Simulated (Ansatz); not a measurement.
Input file for Ansatz (a first-principles code): U-B3LYP/def2-TZVPP on FHOPb (SMILES [OH][Pb][F]), a point of a bond scan (R = 0.773 Å). Elements past Kr take the def2 small-core potentials; no spin–orbit coupling.

Ansatz 0.2 input:
```yaml
crystal:
  periodic: [false, false, false]
  atoms:
    - {symbol: Pb, position_ang: [0.11984709, 0.02505711, 0.23369822]}
    - {symbol: F, position_ang: [-0.29894545, 1.35257794, -1.30236435]}
    - {symbol: O, position_ang: [-0.75278508, -1.60708419, -0.73088014]}
    - {symbol: H, position_ang: [-1.04229449, -1.41838555, -1.42212280]}
basis:
  gaussian:
    orbitals: def2-TZVPP
hamiltonian:
  xc: {name: B3LYP}
magnetization: {spin_polarized: true, initial_magnetization: 0}
```

Program output:

```
WARN ansatz: RAYON_NUM_THREADS=2 ignored (pool sized by the plan → 2); use --threads N
Functional definition: B3LYP
integrals: 0.04 GiB planned
796 factors; their error is unknown
mean field: 0.52 GiB planned
mean field evaluation 1: about -10020.8962 eV, gradient 6.0e1 eV
mean field evaluation 2: about -9898.5163 eV, gradient 1.6e2 eV
mean field evaluation 4: about -10031.2339 eV, gradient 2.4e1 eV
mean field evaluation 8: about -10032.9230 eV, gradient 1.1e-1 eV
mean field evaluation 16: about -10032.9704 eV, gradient 1.4e-4 eV
mean field -10032.97036950 eV, -368.7048604876 hartree, gradient 3.3e-5 eV, S^2 0.000000; 0 other end points of the search recorded, 0 dependent functions left out
reference -10032.97057779 eV, -368.7048681421 hartree; 20, 20 occupied and 106, 106 virtual orbitals, 796 factors
Total energy: -10032.97057779 eV, -368.7048681421 hartree
```

The run converged.

Cost: about 3 core-seconds (a rough figure).
